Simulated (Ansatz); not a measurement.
This geometry of F$_{5}$H$_{4}$SiW (11 atoms, charge 0, multiplicity 2) is a first-order saddle point.

Computed with UKS PBE/def2-SVP (Ansatz 0.2.0).

```xyz
11
Properties=species:S:1:pos:R:3
W 0.041 0.054 0.065
H -0.027 0.623 2.071
F 1.931 0.344 0.078
F -0.272 1.881 0.131
F -1.842 -0.285 0.089
F 0.322 -1.585 0.913
F 0.123 -0.322 -1.765
Si -0.062 -0.059 3.446
H -1.179 -1.050 3.437
H 1.281 -0.680 3.651
H -0.317 1.079 4.386
```

Q: Which two structures does it join? (They come from a converged band through this point; their orientation in space is the band's.)

A: No bond is made or broken.

Initial state:

```xyz
11
Properties=species:S:1:pos:R:3
W 0.019 0.017 0.153
H -0.769 -0.021 2.010
F 1.901 0.020 0.506
F -0.064 1.814 0.628
F -1.848 -0.001 -0.255
F -0.033 -1.797 0.565
F 0.373 0.066 -1.684
Si -0.018 -0.024 3.368
H -0.476 -1.298 4.005
H 1.462 0.022 3.162
H -0.547 1.202 4.043
```

Final state:

```xyz
11
Properties=species:S:1:pos:R:3
W 0.082 0.018 0.187
H 0.805 -0.013 2.054
F 1.933 0.017 -0.278
F 0.173 1.827 0.610
F -1.781 0.018 0.655
F 0.160 -1.803 0.557
F -0.341 0.048 -1.635
Si -0.116 -0.025 3.316
H -0.872 -1.311 3.345
H 0.942 0.037 4.375
H -0.985 1.187 3.316
```

Q: How far does it lie above each of them?

A: 0.044 eV above the first and 0.050 eV above the second. This is the barrier of this one path; another mechanism may lie lower.

Run time: 9.6 min on 4 threads of Arm Neoverse V1, with other jobs on the host, peak memory 0.42 GiB.
